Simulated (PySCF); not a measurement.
C₅H₁₄OSi₂.
Geometry (PBE0-D3(BJ)/def2-SVP, Å), atoms numbered from 1 in this order:
```
atom  x, y, z in Å
C1    -2.6141   -0.2132   -1.0057
C2    -1.6661   -0.3039   -0.0616
C3    -1.9513   -0.8171    1.3210
Si4    0.0800    0.2601   -0.4824
O5     0.2244    0.5238   -2.1349
Si6    0.4831    2.3465    0.5120
C7     1.3229   -1.0341    0.0992
C8     2.7700   -0.7076   -0.2588
H9    -2.3912    0.1798   -2.0031
H10   -3.6515   -0.5174   -0.8163
H11   -1.3699   -1.7293    1.5363
H12   -1.6645   -0.0788    2.0892
H13   -3.0180   -1.0530    1.4591
H14    0.0758   -0.2477   -2.6914
H15    1.8680    2.8523    0.2530
H16    0.3141    2.2243    1.9972
H17   -0.4955    3.3634    0.0168
H18    1.0199   -2.0008   -0.3447
H19    1.2066   -1.1626    1.1900
H20    2.8851   -0.5437   -1.3415
H21    3.4598   -1.5149    0.0330
H22    3.1115    0.2131    0.2407
```

Computed with TDDFT CAM-B3LYP/def2-SVPD, vertical, gas phase, core orbitals frozen in the response in PySCF 2.14.0, density-fitted response routines.

Kohn–Sham orbitals with the atoms that hold most of them (Löwdin shares over 4%, at most four atoms; ? is withheld):

```csv
orbital,ε (eV),atoms
LUMO+2,1.28,"Si6 21%, C3 8%, Si4 8%, H17 7%"
LUMO+1,0.85,"C1 15%, O5 13%, C2 12%, Si6 9%"
LUMO,?,"C1 20%, C2 16%, Si4 14%, Si6 9%"
HOMO,-8.49,?
HOMO-1,-9.29,?
HOMO-2,-9.50,"C7 18%, C2 15%, Si4 14%, O5 11%"
HOMO-3,-10.87,"Si6 32%, H15 21%, O5 17%, H17 14%"
```

Problem. Which atoms hold the HOMO-1, and with what shares?

Solution. C2 (bonded to 2 C and Si) 26%; Si4 (bonded to 2 C, O and Si) 17%; C1 (bonded to C and 2 H) 11%; Si6 (bonded to Si and 3 H) 10%. By element: carbon 36% or more, silicon 26%.

Problem. Give the leading atoms of the HOMO.

Solution. C1 (bonded to C and 2 H) 22%; C2 (bonded to 2 C and Si) 20%; Si6 (bonded to Si and 3 H) 15%; Si4 (bonded to 2 C, O and Si) 13%. By element: carbon 42% or more, silicon 29%.

Problem. What is the LUMO energy, and the HOMO–LUMO gap?

Solution. ε(LUMO) = 0.68 eV; the gap is 9.17 eV (0.3370 hartree).

Problem. The HOMO–LUMO gap is 9.17 eV. Where does the response calculation put the lowest singlet, and from which orbitals?

Solution. S1 is at 6.25 eV (f = 0.128), 2.92 eV below the gap, made of HOMO→LUMO (50%), HOMO-1→LUMO (26%), HOMO-1→LUMO+1 (10%). 

Next come S2 at 6.49 eV (f 0.029), HOMO→LUMO (37%), HOMO-1→LUMO (22%), HOMO→LUMO+1 (9%); S3 at 6.70 eV (f 0.255), HOMO→LUMO+1 (66%), HOMO-1→LUMO (11%); S4 at 6.98 eV (f 0.057), HOMO→LUMO+2 (52%), HOMO→LUMO+1 (10%); S5 at 7.17 eV (f 0.057), HOMO-2→LUMO (39%), HOMO→LUMO+3 (37%).

Löwdin shares depend on the basis, the more so with diffuse functions.

On Arm Neoverse N1, one thread, on a shared host, this took 14 min of wall time.

One conformer stands for the species.
